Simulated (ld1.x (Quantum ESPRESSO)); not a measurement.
## Transferability test, TM potential for platinum

- Element: Pt
- Generator: ld1.x (Quantum ESPRESSO) 7.5
- Type: norm-conserving Troullier–Martins (Kleinman–Bylander form)
- Functional: LDA (PZ)
- Relativity: scalar-relativistic
- Frozen core: [Kr] 4d10 4f14 5s2
- Valence charge: 16
- Reference configuration: 5p6 5d9 6s0.5 6p0 (charge +0.5)
- Partial waves: 5p (bound): rc 1.30 bohr; 5d (bound): rc 1.95 bohr; 5f channel at 0.15 Ry: rc 1.90 bohr; 6s (bound): rc 2.20 bohr
- Local potential: the s channel
- Core correction: a·sin(br)/r model core, default radius (core density twice the valence density)

Energies are relative to the spin-unpolarised reference configuration 5p6 5d9 6s0.5 6p0; without spin polarisation the order of configurations can differ from experiment. Spin-polarised rows fill each open shell by Hund’s rule, majority spin first.

```
             valence configuration  charge  ΔE all-electron (eV)  error AE − PS (meV)
                   5p6 5d9 6s1 6p0       0                -3.860                 -0.9
                   5p6 5d9 6s0 6p0      +1                 5.684                 -5.0
                   5p6 5d7 6s0 6p0      +3                58.455                 -201
                   5p5 5d9 6s1 6p0      +1                58.579                 -316
                  5p6 5d10 6s0 6p0       0                -3.806                  -29
                   5p6 5d9 6s0 6p1       0                 1.325                 -488
5p6 5d9 6s0.5 6p0 (spin-polarised)    +0.5                -0.231                 +5.0
  5p6 5d9 6s1 6p0 (spin-polarised)       0                -4.240                 +7.4
```

(1) What are ΔE and the potential's error for 5p6 5d8 6s0 6p0?

Results:

(1) ΔE = 25.943 eV all-electron; the error (AE − PS) is -43 meV.
